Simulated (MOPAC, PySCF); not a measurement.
C₈H₇ClSSi, SMILES `c1(cccc2sc(cc21)[SiH3])Cl`, neutral singlet in the gas phase. 

Cartesian coordinates (Å):
```xyz
18

Si     3.6821     0.1608    -0.2791
C      1.8175     0.2299    -0.1413
C      0.9523    -0.8167    -0.3195
C     -0.4222    -0.4540    -0.1479
C     -1.5858    -1.2414    -0.2483
Cl    -1.4422    -2.9228    -0.6353
C     -2.8347    -0.6808    -0.0405
C     -2.9496     0.6837     0.2734
C     -1.8307     1.4954     0.3822
C     -0.5747     0.9175     0.1701
S      0.9712     1.7032     0.2450
H      4.1671     1.0867    -1.3458
H      4.3217     0.5578     1.0108
H      4.0512    -1.2438    -0.6185
H      1.2699    -1.8301    -0.5679
H     -3.7229    -1.3086    -0.1232
H     -3.9430     1.1084     0.4338
H     -1.9271     2.5548     0.6264
```
Charge 0, spin multiplicity 1.

All levels are single points at this geometry (PBE0-D3(BJ)/def2-SVP); Pople sets use spherical d functions. Orbital energies aren't observables, and empty levels follow the basis.

BP86/6-31G* in PySCF gives dipole (D) = 1.09.

Task: Estimate the dipole (D) from each of these levels: PBE0-D3(BJ)/def2-TZVP in PySCF; ωB97X-D3(BJ)/def2-TZVP in PySCF; B3LYP/6-311+G** in PySCF; B3LYP/6-31G* in PySCF; B3LYP/LANL2DZ in PySCF; M06-2X/6-31G* in PySCF; PBE/6-31G* in PySCF; SVWN5/6-31G* in PySCF; HF/3-21G in PySCF; PM3 in MOPAC; PM6 in MOPAC; PM7 in MOPAC.

Result: 
```tsv
level	dipole (D)
PBE0-D3(BJ)/def2-TZVP in PySCF	1.04
ωB97X-D3(BJ)/def2-TZVP in PySCF	1.04
B3LYP/6-311+G** in PySCF	1.03
B3LYP/6-31G* in PySCF	1.12
B3LYP/LANL2DZ in PySCF	1.10
M06-2X/6-31G* in PySCF	1.08
PBE/6-31G* in PySCF	1.08
SVWN5/6-31G* in PySCF	1.06
HF/3-21G in PySCF	1.29
PM3 in MOPAC	0.22
PM6 in MOPAC	0.92
PM7 in MOPAC	1.36
```
